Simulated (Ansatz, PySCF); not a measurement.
Process, species as SMILES: C[Si](C)(C)Br [bromo(trimethyl)silane] -> [CH2][Si](C)(C)Br + H atom (the C-H bond at the site shown breaks; other sites are not compared here)
Geometries: B3LYP-D3(BJ)/def2-TZVP minima from Ansatz (an electronic-structure program), one conformer each, not searched for the lowest. Frequencies are from Ansatz or PySCF.

Quantity: bond dissociation energy (0 K, with B3LYP-D3(BJ) harmonic zero-point energies), in kcal/mol. Valence correlation only, unless marked. UHF or UKS for open shells. No spin-orbit coupling. Frozen are the shells of the preceding noble gas and the d and f shells that filled before the atom's block. No relativistic terms. CBS(X,Y): correlation extrapolated as X^-3; Hartree-Fock from the larger set.

```tsv
level	program	bond dissociation energy (kcal/mol)
PBE/def2-TZVPD	Ansatz	96.3
PBE-D4/def2-TZVPD	Ansatz + dftd4	96.7
PBE0/STO-3G	Ansatz	127.9
PBE0/def2-TZVP	Ansatz	96.2
PBE0/def2-TZVPD	Ansatz	96.2
r2SCANh/def2-TZVPD	Ansatz	94.9
LC-wPBE-D4/def2-TZVPD	Ansatz + dftd4	(withheld)
SCS-MP2/6-31G	Ansatz	89.3
SCS-MP2/6-31G*	Ansatz	91.9
CCSD/def2-SVP	Ansatz	(withheld)
CCSD(T)/CBS(def2-TZVPP,def2-QZVPP)	Ansatz	100.1
```

Task: Fill in the missing entries.

Result: 
- LC-wPBE-D4/def2-TZVPD, bond dissociation energy (kcal/mol): 96.6
- CCSD/def2-SVP, bond dissociation energy (kcal/mol): 96.0
